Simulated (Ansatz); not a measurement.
Species: GaO, charge 0, doublet. GaO (SMILES [O]=[Ga], doublet).
B3LYP-D3(BJ)/def2-TZVP minimum from Ansatz (a quantum-chemistry and plane-wave program):
```xyz
2

Ga     0.0000     0.0000    -0.3530
O      0.0000     0.0000     1.3680
```
Charge 0, spin multiplicity 2.

Hartree-Fock and MP2 correlation energies in hartree (Ansatz). UHF or UKS for unpaired electrons; spin-orbit terms are left out. Correlated methods leave the cores frozen (noble-gas shells, and filled d and f shells in the p block). No relativity. The UHF reference of GaO ([O]=[Ga], doublet) is spin-contaminated (<S^2> up to 0.05 over the pure value in the sets run). The determinant of GaO ([O]=[Ga], doublet) is a saddle point of the SCF energy; a lower one exists, which strains HF and MP2.

```json
[
 {"basis": "cc-pVTZ", "X": "3", "E(HF)": "-1998.13417", "E(corr, MP2)": "-0.25805"},
 {"basis": "cc-pVQZ", "X": "4", "E(HF)": "-1998.14379", "E(corr, MP2)": "-0.27964"},
 {"basis": "cc-pV5Z", "X": "5", "E(HF)": "-1998.14557", "E(corr, MP2)": "withheld"}
]
```

Fit E(corr) = E∞ + A/X³ to X = 3 and 4, predict X = 5, and compare with the run.

A = (-0.25805 - (-0.27964))/(1/27 - 1/64) = 1.0083; E∞ = -0.27964 - A/64 = -0.29539; at X = 5, E∞ + A/125 = -0.28733. The run gave -0.28862, 1.29 mEh below the prediction. The same form on X = 4 and 5 gives E∞ = -0.29804, 2.65 mEh below the first estimate.
